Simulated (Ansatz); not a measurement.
Program: Ansatz. Geometries: PBE0-D4/def2-TZVP. ΔE: electronic, gas phase. CBS: MP2 limit from def2 TZ/QZ plus the TZ coupled-cluster correction, frozen cores. This one scheme is used for every species. Double bonds are as drawn, so ΔE can hold a change between cis and trans. DFT in def2-TZVPP. One conformer a species, not always the lowest.

Reaction (hydrogenolysis of a C–F bond): `F/C=C/C(F)=C(F)F` + H₂ → `F/C=C/C(F)=C\F` + H–F

(1) Is it downhill or uphill in electronic energy at CCSD(T)/CBS, and by how much? (Estimate.)

(2) What do these levels give: r2SCANh-D4, revPBE, HF/def2-TZVPP, CCSD(T)/def2-TZVPP, MP2/def2-QZVPP, CCSD/CBS(def2)? (An estimate is asked.)

Largest T1 diagnostic among the species: 0.013.

Answers

(1) The calculation gave: Downhill: ΔE = -104.6 kJ/mol.

(2) The calculation gave: r2SCANh-D4 -84.4, revPBE -86.1, HF/def2-TZVPP -103.4, CCSD(T)/def2-TZVPP -99.6, MP2/def2-QZVPP -106.6, CCSD/CBS(def2) -107.9 kJ/mol.

Leaving LDA and LC-ωPBE aside and taking each functional with its dispersion term where it has one, the values, not all of them listed here, spread over 16.9 kJ/mol, from PBE-QIDH to r2SCAN-D4. LDA lies +9.6 kJ/mol from PBE without D4. From r2SCAN to r2SCAN0 (25 % exact exchange), in def2-TZVPP and without D4, ΔE moves by −7.9 kJ/mol. At CCSD(T), def2-SVP lies +21.6 kJ/mol from the extrapolated value and def2-TZVPP +5.0 kJ/mol.
